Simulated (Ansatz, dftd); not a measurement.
Species: C2H5B, charge 0, singlet. C2H5B (SMILES BC=C).
B3LYP-D3(BJ)/def2-TZVP minimum from Ansatz (a program for electronic structure):
```
C
C 1 1.3412
H 2 1.0848 1 120.79
H 2 1.0856 3 116.28 1 -180.00
H 1 1.0875 2 117.52 3 -180.00
B 1 1.5350 5 121.34 2 180.00
H 6 1.1924 1 121.79 5 0.00
H 6 1.1940 7 119.28 1 180.00
```
Charge 0, spin multiplicity 1.

Wanted: atomisation energy (electronic, to ground-state atoms), in kJ/mol. UHF or UKS for unpaired electrons; spin-orbit terms are left out. Cores are frozen in correlated methods. Rows without X2C or -DK are non-relativistic. CBS(X,Y): correlation extrapolated as X^-3, Hartree-Fock from the larger set. A bracket is a step between two methods taken in the basis named. Functionals run without relativity, which enters their misses. Double hybrids freeze cores in their MP2 part. 'core' is core correlation in cc-pwCVTZ, 'X2C' scalar relativity in cc-pVTZ-DK, both at CCSD(T). For partners of very few electrons the exact lower level stands in for a higher one. The restricted determinant of C2H5B (BC=C, singlet) is unstable towards broken spin symmetry in at least one set run.

| level | program | atomisation energy (kJ/mol) | difference against the last row |
|---|---|---|---|
| HF/cc-pVDZ | Ansatz | 2359.9 | -732.9 |
| HF/cc-pVTZ | Ansatz | 2396.9 | -695.9 |
| r2SCAN-D3(BJ)/def2-TZVPD | Ansatz + dftd3 | 3102.1 | 9.3 |
| r2SCAN/def2-TZVPD | Ansatz | 3099.2 | 6.4 |
| PBE0/def2-TZVPD | Ansatz | 3100.1 | 7.3 |
| r2SCANh/def2-TZVPD | Ansatz | 3086.6 | -6.2 |
| CAM-B3LYP-D4/def2-TZVPD | Ansatz + dftd4 | 3111.4 | 18.6 |
| B2GP-PLYP-D3(BJ)/def2-TZVPD | Ansatz + dftd3 | 3066.8 | -26.0 |
| MP2/cc-pVTZ | Ansatz | 3050.1 | -42.7 |
| CCSD/cc-pVTZ | Ansatz | 2980.3 | -112.5 |
| CCSD(T)/cc-pVQZ | Ansatz | 3054.5 | -38.3 |
| CCSDT(Q)/cc-pVDZ | Ansatz | 2878.2 | -214.6 |
| CCSD(T)/CBS(cc-pVTZ,cc-pVQZ) + [CCSDT(Q) - CCSD(T)]/cc-pVDZ + core + X2C | Ansatz | 3092.8 | 0.0 |
